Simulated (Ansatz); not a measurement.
Ansatz (an electronic-structure program) input (MP2/6-31G*):

Ansatz 0.2 input:
```yaml
crystal:
  periodic: [false, false, false]
  atoms:
    - {symbol: C, position_ang: [-1.52379400, 0.06130300, 0.07646200]}
    - {symbol: C, position_ang: [-0.32880700, -0.32837300, -0.77946200]}
    - {symbol: C, position_ang: [1.00776000, -0.07716800, -0.13590900]}
    - {symbol: O, position_ang: [1.16751700, 0.39077000, 0.96138700]}
    - {symbol: H, position_ang: [-1.52549400, -0.49086200, 1.01625200]}
    - {symbol: H, position_ang: [-1.49533300, 1.12247100, 0.32386100]}
    - {symbol: H, position_ang: [-2.45717100, -0.14613900, -0.44755500]}
    - {symbol: H, position_ang: [-0.32357600, 0.20529200, -1.73836000]}
    - {symbol: H, position_ang: [-0.35341500, -1.39076400, -1.05338400]}
    - {symbol: H, position_ang: [1.88390100, -0.36072600, -0.75845800]}
basis:
  gaussian:
    orbitals: 6-31G*
total_charge: 1
magnetization: {spin_polarized: true, initial_magnetization: 1}
correlation: {method: mp2, electrons: outside_noble_gas}
```

Output:

```
Functional definition: HF
integrals: 0.03 GiB planned
754 factors; integrals over basis functions are off by at most 8.6e-4 eV
mean field: 0.18 GiB planned
mean field evaluation 1: about -5208.5025 eV, gradient 3.2e1 eV
mean field evaluation 2: about -5208.5053 eV, gradient 3.2e1 eV
mean field evaluation 4: about -5213.7699 eV, gradient 4.8e0 eV
mean field evaluation 8: about -5214.5499 eV, gradient 3.2e-1 eV
mean field -5214.55240242 eV, -191.6312662383 hartree, gradient 3.5e-6 eV, S^2 0.776920; 0 other end points of the search recorded, 0 dependent functions left out
4 core orbitals not correlated
reference -5214.55240242 eV, -191.6312662383 hartree; 12, 11 occupied and 56, 57 virtual orbitals, 754 factors
second order -13.87721656 eV of doubles, -0.00000000 eV of singles
Total energy: -5228.42961897 eV, -192.1412445404 hartree
```

The dipole moment of an ion depends on the origin.

The geometry given is a B3LYP-D3(BJ)/def2-TZVP minimum of the species of charge 0 and multiplicity 1, not of this state.
